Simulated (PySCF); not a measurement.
BrH5N2Sn, SMILES [NH2][SnH]([NH2])[Br].

Geometry: PBE0-D3(BJ)/def2-SVP. The structure was generated by enumeration; whether it is a known compound was not checked. The def2 effective core potentials stand for the cores of Sn; spin–orbit coupling is left out. One conformer was computed; it need not be the lowest.

Method: TDA-PBE/def2-SVPD (PySCF).

Vertical excitations. 

```csv
state,energy (eV),λ (nm),f,main pairs
S1,4.69,264,0.048,"HOMO→LUMO 79 %, HOMO−1→LUMO 15 %"
S2,4.89,253,0.098,"HOMO−1→LUMO 73 %, HOMO→LUMO 13 %"
S3,5.16,240,0.044,HOMO−2→LUMO 93 %
S4,5.27,235,0.005,HOMO−3→LUMO 98 %
S5,5.56,223,0.010,HOMO→LUMO+1 86 %
S6,5.74,216,0.017,HOMO−1→LUMO+1 83 %
S7,5.86,211,0.057,"HOMO→LUMO+2 74 %, HOMO−1→LUMO+2 15 %"
S8,6.06,204,0.022,HOMO−1→LUMO+2 71 %
S9,6.18,201,0.011,HOMO−2→LUMO+1 86 %
S10,6.26,198,0.011,HOMO→LUMO+3 94 %
T1,4.08,304,0,HOMO→LUMO 98 %
T2,4.23,293,0,HOMO−1→LUMO 98 %
T3,4.74,261,0,HOMO−2→LUMO 99 %
T4,4.95,251,0,HOMO−3→LUMO 99 %
```
Triplets are in the Tamm–Dancoff approximation.
